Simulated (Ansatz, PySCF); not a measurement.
The PySCF input:
```python
from pyscf import gto, scf, dft

mol = gto.M(
    atom='''
C    -1.06519029    1.78483099    0.03108030
C    -0.76655125    0.36846721   -0.33389339
C    -1.95211724   -0.52631047   -0.48317032
As    0.91553816   -0.40089944    0.22269269
H    -1.54395907    1.85767815    1.01530513
H    -1.75664549    2.22927244   -0.68771601
H    -0.15135721    2.38131331    0.05400838
H    -2.65585291   -0.11386931   -1.20908699
H    -2.50022148   -0.63413665    0.46085300
H    -1.64900049   -1.52122396   -0.81434270
H     0.99654841   -1.34845491   -0.94467525
H     1.75088179    0.61717613   -0.50730393
''',
    basis='sto-3g',
    spin=1,
    verbose=4,
)

mf = dft.UKS(mol)
mf.xc = 'pbe'
mf.grids.atom_grid = (99, 590)
mf.grids.prune = None
mf.kernel()
```

Q: Write the same job for Ansatz (an electronic-structure program).

A: Several could match; the one computed here: 
Ansatz 0.2 input:
```yaml
crystal:
  periodic: [false, false, false]
  atoms:
    - {symbol: C, position_ang: [-1.06519029, 1.78483099, 0.03108030]}
    - {symbol: C, position_ang: [-0.76655125, 0.36846721, -0.33389339]}
    - {symbol: C, position_ang: [-1.95211724, -0.52631047, -0.48317032]}
    - {symbol: As, position_ang: [0.91553816, -0.40089944, 0.22269269]}
    - {symbol: H, position_ang: [-1.54395907, 1.85767815, 1.01530513]}
    - {symbol: H, position_ang: [-1.75664549, 2.22927244, -0.68771601]}
    - {symbol: H, position_ang: [-0.15135721, 2.38131331, 0.05400838]}
    - {symbol: H, position_ang: [-2.65585291, -0.11386931, -1.20908699]}
    - {symbol: H, position_ang: [-2.50022148, -0.63413665, 0.46085300]}
    - {symbol: H, position_ang: [-1.64900049, -1.52122396, -0.81434270]}
    - {symbol: H, position_ang: [0.99654841, -1.34845491, -0.94467525]}
    - {symbol: H, position_ang: [1.75088179, 0.61717613, -0.50730393]}
basis:
  gaussian:
    orbitals: STO-3G
hamiltonian:
  xc: pbe
magnetization: {spin_polarized: true, initial_magnetization: 1}
accuracy: high
```

Both were run: PySCF gave -2327.676151 Eh and Ansatz -2327.676151 Eh, 0.000 mEh apart.
